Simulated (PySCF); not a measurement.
**Electronic structure of Mn⁺ (manganese, charge +1) at the UHF level**

Configuration: [Ar] 3d6, high-spin 5D determinant (an excited configuration). Computed with PySCF 2.14 in x2c-QZVPPall with one added diffuse shell each of s, p, d, f, g type (12s8p6d5f3g, 128 functions), with the spin-free X2C one-electron Hamiltonian (Gaussian nucleus).

```
Total energy                                                  : -1157.056342 hartree
One-electron energy                                           : -1592.3273 hartree
Hartree (Coulomb) energy                                      : 486.7337 hartree
Exchange energy                                               : -51.4628 hartree
⟨S²⟩                                                          : 6.0114
⟨L²⟩                                                          : 6.024
Sum of ⟨r⟩                                                    : 16.89 bohr
Sum of ⟨r²⟩                                                   : 20.77 bohr²
Traceless quadrupole moment −½Σ⟨3z² − r²⟩ along its main axis : 0.708 e·bohr²
Langevin diamagnetic susceptibility                           : -16.5 ×10⁻⁶ cm³/mol
```

| shell | electrons | mean orbital energy (eV) | spread (eV) | rms radius, mean of both spins (bohr) |
| --- | --- | --- | --- | --- |
| 1s β | 1 | -6601.5 | 0 | 0.0703 |
| 1s α | 1 | -6601.4 | 0 | 0.0703 |
| 2s α | 1 | -806.95 | 0 | 0.302 |
| 2s β | 1 | -804.37 | 0 | 0.302 |
| 2p α | 3 | -680.72 | 0.703 | 0.273 |
| 2p β | 3 | -678.12 | 0.024 | 0.273 |
| 3s α | 1 | -112.33 | 0 | 0.923 |
| 3s β | 1 | -103.84 | 0 | 0.923 |
| 3p α | 3 | -75.934 | 1.690 | 0.999 |
| 3p β | 3 | -65.576 | 1.252 | 0.999 |
| 3d α | 5 | -19.085 | 2.034 | 1.44 |
| 3d β | 1 | -13.929 | 0 | 1.44 |

Densities and radii are taken from the X2C orbitals without a picture-change correction, which distorts them close to the nucleus.

Spin-orbit constants ζ (cm⁻¹) from the X2C one-electron operator on these orbitals: bare nucleus, nucleus screened by l(l+1)(2l+1)/3 electrons, and screened by the Breit-Pauli mean field of the electrons.

```json
{"shell": "2p", "bare": "59300", "screened nucleus": "54560", "mean field": "n/a"}
{"shell": "3p", "bare": "6895", "screened nucleus": "6343", "mean field": "n/a"}
{"shell": "3d", "bare": "549.7", "screened nucleus": "329.8", "mean field": "n/a"}
```

To first order the Landé constant is A = -82.46 cm⁻¹, so the lowest level has J = 4 and lies 0.0409 eV below the centre of the term. This holds in LS coupling only.
